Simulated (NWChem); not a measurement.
System: Si₂NH₅, singlet; SMILES [SiH3][Si]N

Here is an NWChem input.

```
start job
memory heap 200 mb stack 900 mb global 1100 mb
geometry units angstroms noautosym nocenter noautoz
  Si    -0.878398     0.845898    -0.002946
  N      0.675731     1.623715     0.000647
  H      0.753523     2.646660     0.000776
  H      1.601565     1.180565     0.002906
  Si     0.045037    -1.400755    -0.001227
  H      1.562743    -1.414699     0.003887
  H     -0.406570    -2.183036    -1.213609
  H     -0.414852    -2.185279     1.206558
end
basis spherical
  * library 6-31g*
end
dft
  xc xpbe96 cpbe96
  iterations 150
end
cosmo
  do_cosmo_smd true
  solvent octanol
end
task dft energy
```

Excerpt of the output:

```
             Northwest Computational Chemistry Package (NWChem) 7.3.0
             --------------------------------------------------------

                             Geometry "geometry" -> ""
                             -------------------------

 Output coordinates in angstroms (scale by  1.889725989 to convert to a.u.)

  No.       Tag          Charge          X              Y              Z
 ---- ---------------- ---------- -------------- -------------- --------------
    1 Si                  14.0000    -0.87839800     0.84589800    -0.00294600
    2 N                    7.0000     0.67573100     1.62371500     0.00064700
    3 H                    1.0000     0.75352300     2.64666000     0.00077600
    4 H                    1.0000     1.60156500     1.18056500     0.00290600
    5 Si                  14.0000     0.04503700    -1.40075500    -0.00122700
    6 H                    1.0000     1.56274300    -1.41469900     0.00388700
    7 H                    1.0000    -0.40657000    -2.18303600    -1.21360900
    8 H                    1.0000    -0.41485200    -2.18527900     1.20655800

 Effective nuclear repulsion energy (a.u.)     132.9391981266

  pbe96 is a nonlocal functional; adding pw91lda local functional.

                                 NWChem DFT Module
                                 -----------------

 Summary of "ao basis" -> "ao basis" (spherical)
 ------------------------------------------------------------------------------
       Tag                 Description            Shells   Functions and Types
 ---------------- ------------------------------  ------  ---------------------
 Si                          6-31g*                  8       18   4s3p1d
 N                           6-31g*                  6       14   3s2p1d
 H                           6-31g*                  2        2   2s

 in cosmo_initialize ...
 calling solv_data for solv:octanol

 solvent parameters
 solvname_short: octanol
 solvname_long:  1-octanol
 dielec:        9.8629
 dielecinf:     2.0435
 nonaqueous SMD model solvent descriptors
 dielec:        9.8629
 sola:          0.3700
 solb:          0.4800
 solc:          0.0000
 solg:         39.0100
 solh:          0.0000
 soln:          1.4295

          ---------------
          -cosmo- solvent
          ---------------
 Cosmo: York-Karplus, doi: 10.1021/jp992097l
 dielectric constant -eps-     =   9.86
 screen = (eps-1)/(eps    )    =   0.89861
 surface charge correction     = lagrangian

[...]

                                COSMO-SMD solvation results
                                ---------------------------

             internal energy in gas <Psi(g)|H|Psi(g)> =      -636.305345314162
         internal energy in solvent <Psi(s)|H|Psi(s)> =      -636.304075759532
                               delta internal energy  =         0.001269554630 (    0.80 kcal/mol)
   total free energy in solvent <Psi(s)|H+V/2|Psi(s)> =      -636.312322208999
 polarization energy contribution <Psi(s)|V/2|Psi(s)> =        -0.008246449467 (   -5.17 kcal/mol)
    total free energy in solvent including G(SMD-CDS) =      -636.311778819623
                       G(SMD-CDS) energy contribution =         0.000543389376 (    0.34 kcal/mol)
     1 M fixed-concentration free energy of solvation =        -0.006433505461 (   -4.04 kcal/mol)

                       DFT Final Molecular Orbital Analysis
                       ------------------------------------

 Vector   18  Occ=2.000000D+00  E=-2.860436D-01
              MO Center= -2.8D-01, -3.6D-01, -1.6D-03, r^2= 4.0D+00
   Bfn.  Coefficient  Atom+Function         Bfn.  Coefficient  Atom+Function
  ----- ------------  ---------------      ----- ------------  ---------------
     6      0.291859  1 Si s                 44      0.291626  5 Si py
    10      0.216658  1 Si s                  8     -0.211460  1 Si py
    21      0.192216  2 N  px                24     -0.179780  2 N  s
    22      0.169083  2 N  py                 7     -0.167293  1 Si px
    58     -0.155293  7 H  s                 60     -0.155480  8 H  s

 Vector   19  Occ=2.000000D+00  E=-2.559490D-01
              MO Center=  4.1D-01,  1.4D+00, -1.1D-04, r^2= 1.9D+00
   Bfn.  Coefficient  Atom+Function         Bfn.  Coefficient  Atom+Function
  ----- ------------  ---------------      ----- ------------  ---------------
    23      0.530135  2 N  pz                27      0.435552  2 N  pz
     9      0.228548  1 Si pz                13      0.127682  1 Si pz
     5     -0.094955  1 Si pz                58      0.091688  7 H  s
    60     -0.091515  8 H  s                 45     -0.060943  5 Si pz
    57      0.055594  7 H  s                 59     -0.055463  8 H  s

 Vector   20  Occ=2.000000D+00  E=-1.886722D-01
              MO Center= -8.0D-01,  4.5D-01, -2.9D-03, r^2= 3.7D+00
   Bfn.  Coefficient  Atom+Function         Bfn.  Coefficient  Atom+Function
  ----- ------------  ---------------      ----- ------------  ---------------
    10      0.431421  1 Si s                  7     -0.320454  1 Si px
    44     -0.311945  5 Si py                 8      0.291523  1 Si py
     6      0.243561  1 Si s                 48     -0.192353  5 Si py
    11     -0.175648  1 Si px                42     -0.174554  5 Si s
    46     -0.156623  5 Si s                  2     -0.130695  1 Si s

 Vector   21  Occ=0.000000D+00  E=-9.415181D-02
              MO Center= -6.4D-01,  7.5D-01, -2.4D-03, r^2= 3.2D+00
   Bfn.  Coefficient  Atom+Function         Bfn.  Coefficient  Atom+Function
  ----- ------------  ---------------      ----- ------------  ---------------
     9      0.545709  1 Si pz                13      0.493553  1 Si pz
    27     -0.337366  2 N  pz                23     -0.307714  2 N  pz
     5     -0.196862  1 Si pz                58      0.176212  7 H  s
    60     -0.175897  8 H  s                 49      0.107498  5 Si pz
    57      0.065660  7 H  s                 59     -0.065538  8 H  s

[...]
```

Level: PBE/6-31G* (spherical d), SMD on the gas-phase geometry. Low-valent species are run as closed-shell singlets; no triplet was tried in these runs. All runs use the structure optimised with PBE-D3(BJ)/def2-SVP. Solvent: 1-octanol.
